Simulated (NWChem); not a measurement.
System meant: C$_{2}$H$_{4}$F$_{2}$OSi; SMILES F[Si@H](C=O)CF

The following NWChem deck was run.

```
start job
memory heap 200 mb stack 900 mb global 1100 mb
geometry units angstroms noautoz
  O     -1.211769     2.114807    -0.047021
  C     -0.050700     1.807206     0.089850
  Si     0.467629     0.009038    -0.351997
  F      1.950810    -0.270648     0.257944
  C     -0.823922    -1.124943     0.423311
  F     -0.753572    -2.395671    -0.101021
  H      0.697088     2.561163     0.462025
  H      0.527493    -0.162289    -1.827756
  H     -1.821994    -0.691831     0.226220
  H     -0.699282    -1.170935     1.520427
end
basis spherical
  * library def2-svp
end
dft
  odft
  mult 2
  xc b3lyp
  iterations 150
  mulliken
end
task dft energy
```

End of the output:

```
                                 NWChem DFT Module
                                 -----------------

 Summary of "ao basis" -> "ao basis" (spherical)
 ------------------------------------------------------------------------------
       Tag                 Description            Shells   Functions and Types
 ---------------- ------------------------------  ------  ---------------------
 O                          def2-svp                 6       14   3s2p1d
 C                          def2-svp                 6       14   3s2p1d
 Si                         def2-svp                 8       18   4s3p1d
 F                          def2-svp                 6       14   3s2p1d
 H                          def2-svp                 3        5   2s1p

 Summary of "ao basis" -> "ao basis" (spherical)
 ------------------------------------------------------------------------------
       Tag                 Description            Shells   Functions and Types
 ---------------- ------------------------------  ------  ---------------------
 O                          def2-svp                 6       14   3s2p1d
 C                          def2-svp                 6       14   3s2p1d
 Si                         def2-svp                 8       18   4s3p1d
 F                          def2-svp                 6       14   3s2p1d
 H                          def2-svp                 3        5   2s1p

  number of electrons :                   56
  multiplicity        :                    2
 ------------------------------------------------------------------------
  no. of electrons and multiplicity not compatible                  56
 ------------------------------------------------------------------------
 ------------------------------------------------------------------------
  current input line :
    25: task dft energy
 ------------------------------------------------------------------------
 ------------------------------------------------------------------------
 There is an error in the input file
 ------------------------------------------------------------------------
 For more information see the NWChem manual at https://nwchemgit.github.io

0: no. of electrons and multiplicity not compatible:Received an Error in Communication
```

Problem. Find the fault in this run and fix the input.

Solution. The program refused the input. Cause: the multiplicity doesn't fit the number of electrons (an even count wants an odd multiplicity, and the reverse). This input runs:
```
start job
memory heap 200 mb stack 900 mb global 1100 mb
geometry units angstroms noautoz
  O     -1.211769     2.114807    -0.047021
  C     -0.050700     1.807206     0.089850
  Si     0.467629     0.009038    -0.351997
  F      1.950810    -0.270648     0.257944
  C     -0.823922    -1.124943     0.423311
  F     -0.753572    -2.395671    -0.101021
  H      0.697088     2.561163     0.462025
  H      0.527493    -0.162289    -1.827756
  H     -1.821994    -0.691831     0.226220
  H     -0.699282    -1.170935     1.520427
end
basis spherical
  * library def2-svp
end
dft
  xc b3lyp
  iterations 150
  mulliken
end
task dft energy
```
It converges to -642.69473 Ha (B3LYP/def2-SVP).
